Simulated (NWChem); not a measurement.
System: CH5ClO2Si; SMILES CO[Si@H](O)Cl

The following NWChem deck was run.

```
start job
memory heap 200 mb stack 900 mb global 1100 mb
geometry units angstroms noautoz
  C      0.863646     2.021141     0.528872
  O      0.339962     1.385607    -0.626188
  Si    -0.490791    -0.049025    -0.617908
  O     -1.889877     0.009746     0.286246
  Cl     0.718933    -1.539553     0.214780
  H      1.605934     1.374876     1.048517
  H      0.059942     2.284810     1.252190
  H      1.370916     2.955202     0.215222
  H     -0.805213    -0.338382    -2.037461
  H     -1.854187    -0.452397     1.141566
end
basis spherical
  C library def2-svp
  O library def2-svp
  Si library def2-svp
  Cl library def2-svp
  H library def2-svp
end
dft
  xc b3lyp
  iterations 150
  mulliken
end
task dft energy
```

The geometry was optimised at PBE-D3(BJ)/def2-SVP. B3LYP is NWChem's, with the RPA form of VWN correlation.

**Question.** Predict the main results of this run. (B3LYP/def2-SVP.) Quantities: energy (Ha); highest occupied level (eV); orbital gap (eV); dipole (D).

**Answer.** 
- energy (Ha): -941.03
- highest occupied level (eV): -8.18
- orbital gap (eV): 8.96
- dipole (D): 1.73
